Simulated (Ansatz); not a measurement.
```yaml
crystal:
  periodic: [false, false, false]
  atoms:
    - {symbol: Hg, position_ang: [-0.003221, -0.001435, 0.000882]}
    - {symbol: F, position_ang: [0.902422, -1.880022, 0.299897]}
    - {symbol: F, position_ang: [-2.076395, 0.237218, 0.282870]}
    - {symbol: F, position_ang: [1.177194, 1.644239, -0.583659]}
basis:
  gaussian: {orbitals: def2-mTZVPP}
total_charge: -1
hamiltonian: {xc: {name: r2SCANh}}
scf: {lower_state_search: off}
```

```sh
$ ansatz run in.yaml --threads 2 --pin off --events-out ev --progress --plain --max-ram 4352MiB
```

It prints (some lines left out):

```
Functional definition: r2SCANh
818 factors; their error is unknown
mean field evaluation 1: about -12328.8455 eV, gradient 2.3e1 eV
mean field evaluation 2: about -12326.9313 eV, gradient 4.3e1 eV
mean field evaluation 4: about -12329.9671 eV, gradient 1.8e0 eV
mean field evaluation 8: about -12329.9959 eV, gradient 1.1e-1 eV
mean field evaluation 16: about -12329.9959 eV, gradient 4.7e-6 eV
mean field -12329.99592099 eV, -453.1189925248 hartree, gradient 4.7e-6 eV, S^2 0.000000; 0 other end points of the search recorded, 0 dependent functions left out
reference -12329.99594344 eV, -453.1189933499 hartree; 24, 24 occupied and 84, 84 virtual orbitals, 818 factors
Total energy: -12329.99594344 eV, -453.1189933499 hartree
Checks for a lower state left out: stability, starts, cluster_reference, orbital_swaps, neighbouring_geometries, increment
```

Run time 1.7 s (2 threads of Arm Neoverse V1 on a shared host).

In the def2 sets Hg takes a core potential; there is no spin–orbit coupling. The highest occupied level of an anion often lies above zero with these methods, and sets without diffuse functions describe the outer electron poorly.
